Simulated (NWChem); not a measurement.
Molecule: CsF; SMILES [F][Cs]

```xyz
2

Cs     0.0000     0.0000    -0.3610
F      0.0000     0.0000     2.0194
```
Atoms are numbered in this order, from 1.

Computed with NWChem. Coordinates come from a PBE0-D3(BJ)/def2-TZVP optimisation. def2 effective core potentials on Cs; no spin-orbit coupling. Ions are spin-unrestricted doublets at the neutral geometry; other ion states weren't tried.

**Question.** Estimate the computed values for M06-2X/def2-SVP. Quantities: −ε(HOMO) (eV).

**Answer.** 
```yaml
"−ε(HOMO) (eV)": 7.56
```
